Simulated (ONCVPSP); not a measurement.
Reading a pseudo-wave (zinc)

Columns: radius, all-electron u(r) and pseudo u(r) of the 3p shell (level -125.06 eV) of zinc in the configuration [Ne] 3s2 3p6 3d9; PBE, scalar-relativistic, ONCV scheme, ONCVPSP 4.0.1.

| r (bohr) | all-electron | pseudo |
| --- | --- | --- |
| 0.060 | -0.4446 | 0.0288 |
| 0.120 | -0.6781 | 0.1153 |
| 0.180 | -0.4801 | 0.2571 |
| 0.240 | -0.0704 | 0.4446 |
| 0.300 | 0.3673 | 0.6585 |
| 0.360 | 0.7383 | 0.8715 |
| 0.420 | 1.0091 | 1.0553 |
| 0.480 | 1.1793 | 1.1886 |
| 0.540 | 1.2644 | 1.2630 |
| 0.600 | 1.2839 | 1.2817 |
| 0.660 | 1.2558 | 1.2547 |
| 0.720 | 1.1965 | 1.1960 |
| 0.780 | 1.1178 | 1.1175 |
| 0.840 | 1.0290 | 1.0288 |
| 0.900 | 0.9364 | 0.9362 |
| 0.960 | 0.8445 | 0.8443 |
| 1.020 | 0.7559 | 0.7558 |
| 1.080 | 0.6726 | 0.6725 |
| 1.140 | 0.5954 | 0.5953 |
| 1.200 | 0.5249 | 0.5248 |
| 1.260 | 0.4611 | 0.4610 |
| 1.320 | 0.4037 | 0.4036 |
| 1.380 | 0.3525 | 0.3524 |
| 1.440 | 0.3071 | 0.3070 |
| 1.500 | 0.2669 | 0.2668 |
| 1.560 | 0.2316 | 0.2316 |

Q: How many radial nodes do the two functions have?

A: The all-electron 3p function has n − l − 1 = 1; the pseudo-wave has 0, since the states of the same l below it are removed with the core.

Q: At about which radius was the pseudo-wave matched?

A: 0.80 bohr. The columns agree to 0.0005 from 0.72 bohr on; several derivatives are matched, so the curves merge somewhat inside the radius.

Q: Is the pseudo-wave norm-conserving?

A: Yes: the ONCV scheme keeps the norm inside the radius equal to the all-electron one, which fixes the energy derivative of the logarithmic derivative at the level.
